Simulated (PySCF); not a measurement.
**TDDFT excited states: C3H10SSi2**

Compound: C3H10SSi2.
Atom-mapped SMILES: `[SiH3:1][S:2][C@H:3]1[CH2:4][CH2:5][SiH2:6]1` (hydrogens: H7, H8, H9 on Si1; H10 on C3; H11, H12 on C4; H13, H14 on C5; H15, H16 on Si6)

Computed, not measured: TDDFT wB97X-D/def2-SVPD, vertical, gas phase, core orbitals frozen in the response in PySCF 2.14.0, density-fitted response routines. One conformer (not necessarily the lowest) at the PBE0-D3(BJ)/def2-SVP geometry, without solvent, vibrations or thermal averaging. Torsions of this conformer, `[SiH3:1][S:2][C@H:3]1[CH2:4][CH2:5][SiH2:6]1`: Si1–S2–C3–C4 -79°.

```
state  E (eV)  E (kJ/mol)  λ (nm)       f  main configurations (H = HOMO, L = LUMO)
   S1    5.51         532   224.8   0.011                                 H→L (76%)
   S2    6.06         584   204.7  0.0090                    H→L+3 (73%), H→L (10%)
   S3    6.48         625   191.4   0.014                   H→L+1 (72%), H→L+2 (8%)
   S4    6.80         656   182.4  0.0046                               H→L+2 (71%)
   S5    6.92         668   179.2   0.020                   H-1→L (64%), H→L+5 (8%)
   S6    7.04         679   176.2   0.035      H→L+5 (28%), H→L+4 (19%), H→L+3 (8%)
   S7    7.18         693   172.7   0.074     H→L+4 (30%), H→L+5 (30%), H-1→L (16%)
   S8    7.37         711   168.2   0.014                  H→L+6 (57%), H→L+7 (20%)
   S9    7.42         716   167.1   0.030                H-2→L (54%), H-2→L+1 (12%)
  S10    7.44         718   166.6   0.078              H-1→L+3 (52%), H-1→L+2 (10%)
```

Triplets, Tamm–Dancoff:

| state | E (eV) | λ (nm) | main configurations (H = HOMO, L = LUMO) |
| --- | --- | --- | --- |
| T1 | 5.23 | 237.3 | H→L (66%), H→L+3 (8%) |
| T2 | 5.58 | 222.2 | H→L+3 (53%), H→L (14%), H→L+2 (10%) |
| T3 | 6.22 | 199.4 | H→L+1 (44%), H-1→L (24%) |
| T4 | 6.43 | 192.8 | H-1→L (38%), H→L+1 (17%) |

The lowest singlet lies at 5.51 eV (225 nm, ultraviolet) and is weak; its leading configuration is HOMO→LUMO (76%). The most intense listed level is S10 at 7.44 eV (167 nm, f = 0.078), 1.93 eV above S1. It is the last of those listed, so stronger ones may follow. Löwdin shares by element: HOMO sulfur 62%, carbon 18% or more, silicon 9% or more; LUMO silicon 34%, sulfur 20%, carbon 8% or more (atoms not listed hold the other 39%). Weighted by f, the mean energy of these states is 7.11 eV. The oscillator strengths of these states sum to 0.289; summed over the whole spectrum of an exact calculation they would give the number of electrons, 72 (Thomas–Reiche–Kuhn). Of the 10 states listed, 8 reach f = 0.01 and none stays under 0.0005. All these states lie below the vertical ionisation energy of 8.69 eV (ΔSCF). Only the lowest 10 singlets were computed, as vertical energies without vibronic structure.
